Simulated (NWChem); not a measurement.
System: NbNH₂OCl₂; SMILES [NH2][Nb](=[O])([Cl])[Cl]

Excerpt of the output:

```
             Northwest Computational Chemistry Package (NWChem) 7.3.0
             --------------------------------------------------------

 CS  symmetry detected

                             Geometry "geometry" -> ""
                             -------------------------

 Output coordinates in angstroms (scale by  1.889725989 to convert to a.u.)

  No.       Tag          Charge          X              Y              Z
 ---- ---------------- ---------- -------------- -------------- --------------
    1 Nb                  41.0000     0.25383614     0.08113673     0.00000000
    2 O                    8.0000     1.14632060     1.50364861     0.00000000
    3 Cl                  17.0000    -1.02693416    -0.08390145     1.91929000
    4 Cl                  17.0000    -1.02693416    -0.08390145    -1.91929000
    5 N                    7.0000     1.61507209    -1.29611654     0.00000000
    6 H                    1.0000     2.61990731    -1.13494522     0.00000000
    7 H                    1.0000     1.41250294    -2.29538464     0.00000000

 Effective nuclear repulsion energy (a.u.)     666.0673701309

      Symmetry information
      --------------------

 Group name             Cs
 Group number              2
 Group order               2
 No. of unique centers     6

                                 NWChem DFT Module
                                 -----------------

 Summary of "ao basis" -> "ao basis" (spherical)
 ------------------------------------------------------------------------------
       Tag                 Description            Shells   Functions and Types
 ---------------- ------------------------------  ------  ---------------------
 Nb                         def2-svp                11       31   5s3p2d1f
 O                          def2-svp                 6       14   3s2p1d
 Cl                         def2-svp                 8       18   4s3p1d
 N                          def2-svp                 6       14   3s2p1d
 H                          def2-svp                 3        5   2s1p

      Symmetry analysis of basis
      --------------------------

        a'         67
        a"         38

            General Information
            -------------------
          SCF calculation type: DFT
          Wavefunction type:  closed shell.
          No. of atoms     :     7
          No. of electrons :    64
           Alpha electrons :    32
            Beta electrons :    32
          Charge           :     0
          Spin multiplicity:     1
          Use of symmetry is: on ; symmetry adaption is: on
          Maximum number of iterations: 150
          AO basis - number of functions:   105
                     number of shells:    45
          Convergence on energy requested:  1.00D-06
          Convergence on density requested:  1.00D-05
          Convergence on gradient requested:  5.00D-04

              XC Information
              --------------
                         PBE0 Method XC Functional
                     Hartree-Fock (Exact) Exchange  0.250
          PerdewBurkeErnzerhof Exchange Functional  0.750
            Perdew 1991 LDA Correlation Functional  1.000 local
           PerdewBurkeErnz. Correlation Functional  1.000 non-local

             Grid Information
             ----------------
          Grid used for XC integration:  medium
          Radial quadrature: Mura-Knowles
          Angular quadrature: Lebedev.
          Tag              B.-S. Rad. Rad. Pts. Rad. Cut. Ang. Pts.
          ---              ---------- --------- --------- ---------
          Nb                  1.45      123           9.0       590
          O                   0.60       49          10.0       434
          Cl                  1.00       88          11.0       590
          N                   0.65       49           9.0       434
          H                   0.35       45          11.0       434
          Grid pruning is: on
          Number of quadrature shells:   399
          Spatial weights used:  Erf1

      Superposition of Atomic Density Guess
      -------------------------------------

 Sum of atomic energies:       -1113.33266885

      Non-variational initial energy
      ------------------------------

 Total energy =   -1105.472344
 1-e energy   =   -2165.383697
 2-e energy   =     746.941102
 HOMO         =      -0.378758
 LUMO         =      -0.009206

      Symmetry analysis of molecular orbitals - initial
      -------------------------------------------------

  Numbering of irreducible representations:

     1 a'          2 a"

  Orbital symmetries:

     1 a'          2 a"          3 a'          4 a'          5 a'
     6 a"          7 a'          8 a"          9 a'         10 a'
    11 a"         12 a"         13 a'         14 a'         15 a'
    16 a"         17 a'         18 a'         19 a'         20 a"
    21 a'         22 a"         23 a'         24 a'         25 a'
    26 a'         27 a"         28 a'         29 a"         30 a'
    31 a"         32 a"         33 a'         34 a'         35 a"
    36 a'         37 a"         38 a'         39 a'         40 a"
    41 a'         42 a'

     ---------------------------------------------
      Total Density - Mulliken Population Analysis
     ---------------------------------------------

    Atom       Charge   Shell Charges
 -----------   ------   -------------------------------------------------------
    1 Nb  13    10.48  -0.33  1.62  0.75  0.28  0.04  5.92  0.30  0.13  1.38  0.31  0.09
    2 O    8     9.12   1.99  1.17  0.73  3.24  1.98  0.01
    3 Cl  17    17.52   2.00  1.99  1.23  0.72  5.94  2.20  3.42  0.01
    4 Cl  17    17.52   2.00  1.99  1.23  0.72  5.94  2.20  3.42  0.01
    5 N    7     7.90   1.99  1.05  0.49  2.63  1.74  0.00
    6 H    1     0.73   0.58  0.11  0.04
    7 H    1     0.73   0.58  0.11  0.04

   convergence    iter        energy       DeltaE   RMS-Dens  Diis-err
 ---------------- ----- ----------------- --------- --------- ---------
 d= 0,ls=0.0,diis     1  -1107.5514792293 -1.42D+03  4.25D-02  2.97D+00
 d= 0,ls=0.0,diis     2  -1101.1390270003  6.41D+00  3.39D-02  5.26D+01
 d= 0,ls=0.0,diis     3  -1107.9209442939 -6.78D+00  6.43D-03  2.31D-01
 d= 0,ls=0.0,diis     4  -1107.9116557437  9.29D-03  3.24D-03  3.52D-01
 d= 0,ls=0.0,diis     5  -1107.9514597349 -3.98D-02  7.25D-04  1.19D-02
  Resetting Diis
 d= 0,ls=0.0,diis     6  -1107.9522863797 -8.27D-04  3.38D-04  6.19D-03
 d= 0,ls=0.0,diis     7  -1107.9528703061 -5.84D-04  4.71D-04  8.40D-04
 d= 0,ls=0.0,diis     8  -1107.9522217131  6.49D-04  3.69D-04  7.38D-03
 d= 0,ls=0.0,diis     9  -1107.9529468551 -7.25D-04  6.05D-05  6.04D-05
 d= 0,ls=0.0,diis    10  -1107.9529544474 -7.59D-06  1.25D-05  2.28D-06
 d= 0,ls=0.0,diis    11  -1107.9529547671 -3.20D-07  2.08D-06  6.32D-08

         Total DFT energy =    -1107.952954767136
      One electron energy =    -2169.536568651026
           Coulomb energy =      827.721252100490
    Exchange-Corr. energy =      -79.107889877397
 Nuclear repulsion energy =      312.970251660797

 Numeric. integr. density =       63.999998888740

                  Occupations of the irreducible representations
                  ----------------------------------------------

                     irrep           alpha         beta
                     --------     --------     --------
                     a'               20.0         20.0
                     a"               12.0         12.0

                       DFT Final Molecular Orbital Analysis
                       ------------------------------------

 Vector   30  Occ=2.000000D+00  E=-3.447771D-01  Symmetry=a'
              MO Center= -6.2D-01,  1.8D-01, -6.2D-14, r^2= 5.0D+00
   Bfn.  Coefficient  Atom+Function         Bfn.  Coefficient  Atom+Function
  ----- ------------  ---------------      ----- ------------  ---------------
    57      0.376614  3 Cl py                75      0.376614  4 Cl py
    54      0.281984  3 Cl py                72      0.281984  4 Cl py
    36     -0.270104  2 O  py                39     -0.178077  2 O  py
    51      0.163949  3 Cl py                69      0.163949  4 Cl py
     7     -0.122522  1 Nb py                58      0.119167  3 Cl pz

 Vector   31  Occ=2.000000D+00  E=-3.378534D-01  Symmetry=a"
              MO Center= -7.0D-01,  1.4D-01,  2.4D-13, r^2= 5.0D+00
   Bfn.  Coefficient  Atom+Function         Bfn.  Coefficient  Atom+Function
  ----- ------------  ---------------      ----- ------------  ---------------
    57      0.287464  3 Cl py                75     -0.287464  4 Cl py
    37     -0.248092  2 O  pz                56      0.234823  3 Cl px
    74     -0.234823  4 Cl px                58      0.220821  3 Cl pz
    76      0.220821  4 Cl pz                54      0.210618  3 Cl py
    72     -0.210618  4 Cl py                40     -0.187622  2 O  pz

 Vector   32  Occ=2.000000D+00  E=-3.213273D-01  Symmetry=a"
              MO Center=  5.2D-01, -7.7D-01, -3.5D-14, r^2= 4.4D+00
   Bfn.  Coefficient  Atom+Function         Bfn.  Coefficient  Atom+Function
  ----- ------------  ---------------      ----- ------------  ---------------
    87      0.444791  5 N  pz                90     -0.374383  5 N  pz
    57     -0.222478  3 Cl py                75      0.222478  4 Cl py
    54     -0.158637  3 Cl py                72      0.158637  4 Cl py
    58      0.155178  3 Cl pz                76      0.155178  4 Cl pz
    56      0.148512  3 Cl px                74     -0.148512  4 Cl px

 Vector   33  Occ=0.000000D+00  E=-8.671737D-02  Symmetry=a'
              MO Center=  6.7D-02,  6.1D-02, -4.4D-14, r^2= 2.6D+00
   Bfn.  Coefficient  Atom+Function         Bfn.  Coefficient  Atom+Function
  ----- ------------  ---------------      ----- ------------  ---------------
    17      0.582724  1 Nb d  0              19     -0.572821  1 Nb d  2
    56     -0.243591  3 Cl px                74     -0.243591  4 Cl px
    22      0.173610  1 Nb d  0             102     -0.170394  7 H  s
    35      0.149130  2 O  px                38      0.147350  2 O  px
     6     -0.145398  1 Nb px                53     -0.136348  3 Cl px

 Vector   34  Occ=0.000000D+00  E=-6.981310D-02  Symmetry=a"
              MO Center=  3.9D-01, -1.4D-01, -1.2D-14, r^2= 2.4D+00
   Bfn.  Coefficient  Atom+Function         Bfn.  Coefficient  Atom+Function
  ----- ------------  ---------------      ----- ------------  ---------------
    16      0.711914  1 Nb d -1              18      0.472434  1 Nb d  1
    90      0.312733  5 N  pz                87     -0.276145  5 N  pz
    57     -0.160823  3 Cl py                75      0.160823  4 Cl py
    23      0.155963  1 Nb d  1              21      0.146652  1 Nb d -1
    37     -0.133171  2 O  pz                58      0.130197  3 Cl pz

 Vector   35  Occ=0.000000D+00  E=-3.029491D-02  Symmetry=a'
              MO Center=  5.2D-01, -2.0D-03, -5.1D-14, r^2= 3.1D+00
   Bfn.  Coefficient  Atom+Function         Bfn.  Coefficient  Atom+Function
  ----- ------------  ---------------      ----- ------------  ---------------
    19      0.552397  1 Nb d  2              17      0.480382  1 Nb d  0
    84      0.413312  5 N  s                 97     -0.283042  6 H  s
     5     -0.279260  1 Nb s                 35     -0.278043  2 O  px
    22      0.271458  1 Nb d  0              38     -0.272268  2 O  px
     4      0.252335  1 Nb s                 15      0.231160  1 Nb d -2

     ---------------------------------------------
      Total Density - Mulliken Population Analysis
     ---------------------------------------------

    Atom       Charge   Shell Charges
 -----------   ------   -------------------------------------------------------
    1 Nb  13    12.14  -0.34  1.69  0.70  0.27 -0.02  5.96  0.45  0.19  2.64  0.50  0.11
    2 O    8     8.30   1.99  1.13  0.76  2.75  1.66  0.01
    3 Cl  17    17.25   2.00  1.99  1.26  0.70  5.93  2.14  3.22  0.01
    4 Cl  17    17.25   2.00  1.99  1.26  0.70  5.93  2.14  3.22  0.01
    5 N    7     7.42   1.99  0.99  0.50  2.42  1.52  0.01
    6 H    1     0.81   0.69  0.08  0.05
    7 H    1     0.82   0.69  0.08  0.05

     -------------------------------------------
      Total Density - Lowdin Population Analysis
     -------------------------------------------

    Atom       Charge   Shell Charges
 -----------   ------   -------------------------------------------------------
    1 Nb  13    13.26   0.01  1.04  0.87  0.33  0.12  5.53  1.00  0.41  2.45  1.33  0.18
    2 O    8     8.10   1.98  0.98  0.67  2.62  1.83  0.02
    3 Cl  17    16.88   2.00  1.96  1.02  0.74  5.82  2.26  3.08  0.01
    4 Cl  17    16.88   2.00  1.96  1.02  0.74  5.82  2.26  3.08  0.01
    5 N    7     7.09   1.97  0.72  0.43  2.23  1.72  0.02
    6 H    1     0.89   0.58  0.19  0.13
    7 H    1     0.89   0.58  0.19  0.13

     Multipole analysis of the density
     ---------------------------------

     L   x y z        total         alpha         beta         nuclear
     -   - - -        -----         -----         ----         -------
     0   0 0 0      0.000000    -32.000000    -32.000000     64.000000

     1   1 0 0      0.805025      7.118043      7.118043    -13.431061
     1   0 1 0     -1.218516      1.537309      1.537309     -4.293133
     1   0 0 1      0.000000      0.000000      0.000000      0.000000

     2   2 0 0    -41.659821   -153.538704   -153.538704    265.417588
     2   1 1 0     -4.428165      4.718085      4.718085    -13.864335
     2   1 0 1     -0.000000     -0.000000     -0.000000      0.000000
     2   0 2 0    -42.305726    -86.733519    -86.733519    131.161312
     2   0 1 1      0.000000      0.000000      0.000000      0.000000
     2   0 0 2    -48.208084   -247.732873   -247.732873    447.257662
```

Level: PBE0/def2-SVP with def2 effective core potentials on Nb. Coordinates come from a PBE0/def2-SVP optimisation. Not confirmed as a minimum by frequencies. def2 effective core potentials on Nb; no spin-orbit coupling.

**Question.** Write an input that gives this output.

**Answer.** This is not unique; one that fits is the input that was run:
```
start job
memory heap 200 mb stack 900 mb global 1100 mb
geometry units angstroms noautoz
  Nb     0.267180     0.082153     0.000000
  O      1.117203     1.530438     0.000000
  Cl    -1.008149    -0.120692    -1.919290
  Cl    -1.008149    -0.120692     1.919290
  N      1.668553    -1.254239     0.000000
  H      2.668182    -1.063420     0.000000
  H      1.495626    -2.259061     0.000000
end
basis spherical
  * library def2-svp
end
ecp
  Nb library def2-ecp
end
dft
  xc pbe0
  iterations 150
  mulliken
end
task dft energy
```
